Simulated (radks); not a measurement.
All-electron atom: Sm52+ in [Ne]. Method: Dirac Kohn-Sham, exchange-only PBE, spin-unpolarised, spherical densities, finite nucleus; Fermi nuclear charge, rms radius 5.0819 fm; computed with a radial shooting solver on a logarithmic mesh with Libxc functionals. Some entries of the table are withheld. Estimate them.

orbital  occ.  eigenvalue (hartree)  <r> (bohr)  <r^2> (bohr^2)
1s1/2       2             -1859.862         (1)       0.0007034
2s1/2       2             -416.6354     0.09473         0.01062
2p1/2       2                   (2)         (3)        0.007690
2p3/2       4                   (4)         (5)        0.008829

Answer. 
(1) 1s1/2 <r> (bohr): 0.02272
(2) 2p1/2 eigenvalue (hartree): -404.3295
(3) 2p1/2 <r> (bohr): 0.07909
(4) 2p3/2 eigenvalue (hartree): -381.2453
(5) 2p3/2 <r> (bohr): 0.08538
